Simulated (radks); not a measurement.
Question: Species: Cs4+. Configuration: [Kr] 4d8 5s2 5p3 6s2 (not the ground configuration). All-electron calculation, Dirac Kohn-Sham, PBE, spin-unpolarised, spherical densities, finite nucleus; open shells fill j = l - 1/2 first; Fermi nuclear charge, rms radius 4.8041 fm. Program: a radial shooting solver on a logarithmic mesh with Libxc functionals.

Spin-orbit splittings of the eigenvalues, e(l+1/2) - e(l-1/2), with zeta = 2 splitting/(2l+1) and mean radii in bohr:

| shell | occ. | splitting (eV) | zeta (eV) | <r> j=l-1/2 | <r> j=l+1/2 |
|---|---|---|---|---|---|
| 2p | 6 | 352.3 | 234.8 | 0.09403 | 0.09992 |
| 3p | 6 | 67.63 | 45.09 | 0.2885 | 0.3002 |
| 3d | 10 | 14.37 | 5.750 | 0.2710 | 0.2747 |
| 4p | 6 | 14.31 | 9.542 | 0.7092 | 0.7348 |
| 4d | 8 | 2.484 | 0.9935 | 0.7985 | 0.8073 |
| 5p | 3 | 2.738 | 1.825 | 1.671 | 1.726 |
| 5d | 0 | ? | ? | 2.133 | 2.152 |
| 6p | 0 | 0.7434 | 0.4956 | 3.418 | 3.500 |

Estimate the 5d splitting.

Answer: 0.3846 eV (zeta = 0.1538 eV).
